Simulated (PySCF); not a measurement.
## 5-methyl-1-hexanol, C$_{7}$H$_{16}$O

Molfile (atoms numbered from 1):
```
C7H16O
     RDKit          3D

 24 23  0  0  0  0  0  0  0  0999 V2000
   -2.5382    0.8366   -0.7121 C   0  0  0  0  0  0  0  0  0  0  0  0
   -2.0949   -0.0996    0.4076 C   0  0  0  0  0  0  0  0  0  0  0  0
   -3.1322   -1.1927    0.6397 C   0  0  0  0  0  0  0  0  0  0  0  0
   -0.7182   -0.7140    0.1454 C   0  0  0  0  0  0  0  0  0  0  0  0
    0.4318    0.2787    0.0490 C   0  0  0  0  0  0  0  0  0  0  0  0
    1.7892   -0.3873   -0.1192 C   0  0  0  0  0  0  0  0  0  0  0  0
    2.9400    0.5982   -0.2328 C   0  0  0  0  0  0  0  0  0  0  0  0
    4.1935   -0.0223   -0.3263 O   0  0  0  0  0  0  0  0  0  0  0  0
   -2.5807    0.3005   -1.6755 H   0  0  0  0  0  0  0  0  0  0  0  0
   -1.8567    1.6914   -0.8352 H   0  0  0  0  0  0  0  0  0  0  0  0
   -3.5425    1.2426   -0.5148 H   0  0  0  0  0  0  0  0  0  0  0  0
   -2.0185    0.4967    1.3367 H   0  0  0  0  0  0  0  0  0  0  0  0
   -2.8412   -1.8553    1.4697 H   0  0  0  0  0  0  0  0  0  0  0  0
   -4.1196   -0.7677    0.8779 H   0  0  0  0  0  0  0  0  0  0  0  0
   -3.2491   -1.8194   -0.2604 H   0  0  0  0  0  0  0  0  0  0  0  0
   -0.7656   -1.3120   -0.7844 H   0  0  0  0  0  0  0  0  0  0  0  0
   -0.4957   -1.4356    0.9514 H   0  0  0  0  0  0  0  0  0  0  0  0
    0.2628    0.9707   -0.7941 H   0  0  0  0  0  0  0  0  0  0  0  0
    0.4445    0.9091    0.9569 H   0  0  0  0  0  0  0  0  0  0  0  0
    1.9932   -1.0640    0.7284 H   0  0  0  0  0  0  0  0  0  0  0  0
    1.7735   -1.0263   -1.0228 H   0  0  0  0  0  0  0  0  0  0  0  0
    2.9749    1.2309    0.6694 H   0  0  0  0  0  0  0  0  0  0  0  0
    2.7559    1.2858   -1.0852 H   0  0  0  0  0  0  0  0  0  0  0  0
    4.1869   -0.5825   -1.1092 H   0  0  0  0  0  0  0  0  0  0  0  0
  1  2  1  0
  2  3  1  0
  2  4  1  0
  4  5  1  0
  5  6  1  0
  6  7  1  0
  7  8  1  0
  1  9  1  0
  1 10  1  0
  1 11  1  0
  2 12  1  0
  3 13  1  0
  3 14  1  0
  3 15  1  0
  4 16  1  0
  4 17  1  0
  5 18  1  0
  5 19  1  0
  6 20  1  0
  6 21  1  0
  7 22  1  0
  7 23  1  0
  8 24  1  0
M  END
```

Method: quadratic response CAM-B3LYP/aug-cc-pVDZ first hyperpolarisability, Taylor convention, gas phase in PySCF. Geometry: PBE0-D3(BJ)/def2-SVP.

(1) Give the tensor of the second harmonic β(−2ω;ω,ω) at 1907 nm in the axes of these coordinates.

Results:

(1) In au, Taylor convention; rows are the first index (the induced dipole):
|  | xx | yy | zz | xy | xz | yz |
| --- | --- | --- | --- | --- | --- | --- |
| x | +90.3 | +12.5 | +11.2 | -13.6 | +5.5 | -1.9 |
| y | -13.6 | +25.2 | +20.8 | +12.3 | -1.9 | +6.0 |
| z | +5.4 | +5.9 | +26.5 | -1.9 | +11.1 | +20.8 |

Norm of βᵢ = ⅓ Σⱼ (βᵢⱼⱼ + βⱼᵢⱼ + βⱼⱼᵢ): 124.3 au, hyper-Rayleigh value 48.6 au.
